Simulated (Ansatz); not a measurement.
`C[O][In]([NH2])[SH]` + `c1ccccc1` → `Cc1ccccc1` + `[NH2][In]([OH])[SH]`  (formal exchange of groups at a C–O bond)

Computed with Ansatz on PBE0-D4/def2-TZVP structures; ΔE is electronic, products minus reactants. CBS: MP2 limit from def2 TZ/QZ plus the TZ coupled-cluster correction, frozen cores. DFT in def2-TZVPP. B3LYP here is the variant with VWN-RPA as its local correlation; programs differ in this. HSE06 is defined as in plane-wave codes. Elements past krypton have def2 core potentials. For In outer-core shells are correlated without core-valence functions, which leaves a few kJ/mol of doubt a bond. One conformer a species, not always the lowest.

```csv
level,ΔE (kJ/mol),difference from CCSD(T)/CBS
LDA (SPW92),-71.9,-1.7
PBE-D4,-68.0,2.2
revPBE-D4,-69.1,1.1
BLYP-D4,-62.2,8.0
r2SCAN-D4,-68.2,2.0
B97M-V,-67.9,2.3
PBE0-D4,-70.0,0.2
B3LYP-D4,-64.0,6.2
r2SCANh-D4,-69.0,1.2
r2SCAN0-D4,-70.1,0.1
HSE06-D4,-69.8,0.4
BHLYP-D4,-63.9,6.3
CAM-B3LYP-D4,-65.1,5.1
ωB97X-V,-66.0,4.2
ωB97M-V,-68.8,1.4
B2PLYP,-66.8,3.4
PBE,-66.9,3.3
revPBE,-65.1,5.1
BLYP,-59.8,10.4
r2SCAN,-67.7,2.5
PBE0,-69.1,1.1
B3LYP,-62.5,7.7
r2SCANh,-68.6,1.6
r2SCAN0,-69.6,0.6
HSE06,-69.0,1.2
CAM-B3LYP,-64.2,6.0
HF/def2-SVP,-49.3,20.9
MP2/def2-SVP,-69.5,0.7
CCSD/def2-SVP,-59.9,10.3
CCSD(T)/def2-SVP,-60.8,9.4
HF/def2-TZVPP,-58.1,12.1
MP2/def2-TZVPP,-77.1,-6.9
SCS-MP2/def2-TZVPP,-71.0,-0.8
CCSD/def2-TZVPP,-68.0,2.2
CCSD(T)/def2-TZVPP,-69.0,1.2
HF/def2-QZVPP,-57.8,12.4
MP2/def2-QZVPP,-77.7,-7.5
SCS-MP2/def2-QZVPP,-71.8,-1.6
HF/CBS(def2),-57.8,12.4
CCSD/CBS(def2),-69.2,1.0
CCSD(T)/CBS,-70.2,0
```

Largest T1 diagnostic among the species: 0.015.

At CCSD(T), def2-SVP lies +9.4 kJ/mol from the extrapolated value and def2-TZVPP +1.2 kJ/mol. From BLYP to BHLYP (50 % exact exchange), in def2-TZVPP and without D4, ΔE moves by −3.6 kJ/mol.
